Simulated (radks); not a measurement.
Results of a calculation; reference values are marked as such.
Polarisability of neutral tin, [Kr] 4d10 5s2 5p2, at imaginary frequency. Level of theory: scalar-relativistic Kohn-Sham, LDA (Slater exchange, Perdew-Wang correlation), spin-unpolarised, spherical densities, finite nucleus; Fermi nuclear charge, rms radius 4.6519 fm (a radial shooting solver on a logarithmic mesh with Libxc functionals). Response by self-consistent Sternheimer equations with the Hartree and adiabatic LDA kernel, the relativistic mass of each level held fixed and spin-orbit coupling left out.

w (hartree)  alpha1(iw) (bohr^3)
0.00266                    63.33
0.0143                     62.97
0.0360                     61.08
0.0697                     55.93
0.118                      46.98
0.186                      35.95
0.280                      25.32
0.413                      16.67
0.605                      10.45
0.892                      6.367
1.35                       3.776
2.12                       2.108
3.59                       1.010
6.94                      0.3580
17.5                     0.07732

Static values: alpha1 = 63.35 bohr^3 (9.387 angstrom^3; uncoupled 93.76). C6 = 688.4, triple-dipole C9 = 30290 atomic units. One-pole (London) frequency 4 C6 / (3 alpha1^2) = 0.229 hartree, against 0.142 for minus the highest occupied eigenvalue. Recommended static value: 53 bohr^3 (Schwerdtfeger and Nagle, 2023 table).

Beside tabulated values, note that spin-unpolarised runs miss the spin-polarisation part of the exchange energy of open shells.
